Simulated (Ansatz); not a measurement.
Calculated with Ansatz (gas phase, PBE0-D4/def2-TZVP geometries, no zero-point term in ΔE). CCSD(T)/CBS adds triple-zeta CCSD(T) − MP2 to the extrapolated MP2 energy (def2 sets, frozen cores). This one scheme is used for every species. Functionals use def2-TZVPP. For Br, Ge outer-core shells are correlated without core-valence functions, which leaves a few kJ/mol of doubt a bond. Scalar relativity is left out up to krypton. Each species was taken in one conformer, which may not be the lowest.

Consider the ligand exchange at a Ge–Br bond: `[Cl][Ge][Br]` + CH₃OH → `C[O][Ge][Cl]` + HBr.

```json
{"level": "LDA (SPW92)", "ΔE (kJ/mol)": "24.5", "difference from CCSD(T)/CBS": "-4.3"}
{"level": "r2SCAN-D4", "ΔE (kJ/mol)": "30.7", "difference from CCSD(T)/CBS": "1.9"}
{"level": "PBE0-D4", "ΔE (kJ/mol)": "38.1", "difference from CCSD(T)/CBS": "9.3"}
{"level": "r2SCANh-D4", "ΔE (kJ/mol)": "32.8", "difference from CCSD(T)/CBS": "4.0"}
{"level": "ωB97X-V", "ΔE (kJ/mol)": "25.4", "difference from CCSD(T)/CBS": "-3.4"}
{"level": "revPBE", "ΔE (kJ/mol)": "40.7", "difference from CCSD(T)/CBS": "11.9"}
{"level": "BLYP", "ΔE (kJ/mol)": "32.5", "difference from CCSD(T)/CBS": "3.7"}
{"level": "PBE0", "ΔE (kJ/mol)": "40.0", "difference from CCSD(T)/CBS": "11.2"}
{"level": "r2SCANh", "ΔE (kJ/mol)": "33.6", "difference from CCSD(T)/CBS": "4.8"}
{"level": "LC-ωPBE", "ΔE (kJ/mol)": "25.6", "difference from CCSD(T)/CBS": "-3.2"}
{"level": "MP2/def2-TZVPP", "ΔE (kJ/mol)": "23.4", "difference from CCSD(T)/CBS": "-5.4"}
{"level": "CCSD/def2-TZVPP", "ΔE (kJ/mol)": "25.4", "difference from CCSD(T)/CBS": "-3.4"}
{"level": "CCSD(T)/def2-TZVPP", "ΔE (kJ/mol)": "23.2", "difference from CCSD(T)/CBS": "-5.6"}
{"level": "MP2/def2-QZVPP", "ΔE (kJ/mol)": "26.5", "difference from CCSD(T)/CBS": "-2.3"}
{"level": "SCS-MP2/def2-QZVPP", "ΔE (kJ/mol)": "25.7", "difference from CCSD(T)/CBS": "-3.1"}
{"level": "CCSD/CBS(def2)", "ΔE (kJ/mol)": "31.0", "difference from CCSD(T)/CBS": "2.2"}
{"level": "CCSD(T)/CBS", "ΔE (kJ/mol)": "28.8", "difference from CCSD(T)/CBS": "0"}
```

Largest T1 diagnostic among the species: 0.015.

Leaving LDA and LC-ωPBE aside and taking each functional with its dispersion term where it has one, the values, not all of them listed here, spread over 15.5 kJ/mol, from CAM-B3LYP-D4 to HSE06-D4. LDA lies −11.9 kJ/mol from PBE without D4. From r2SCAN to r2SCAN0 (25 % exact exchange), in def2-TZVPP and without D4, ΔE moves by +5.0 kJ/mol.
